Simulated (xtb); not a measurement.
xtb input:

```bash
xtb mol.xyz --gfn 2 --ohess tight --chrg -1 --uhf 0
```
mol.xyz:
```
4

Bi    -0.03199742    -0.03790855    -2.60408253
B      0.01183173    -0.02725468    -0.61148113
B     -0.03248407    -0.02532090     1.03508459
O      0.01489112     0.03088686     2.22321208
```

Predict the final energy.

-9.02511 Eh (GFN2-xTB).

It need not be the lowest isomer of its formula.
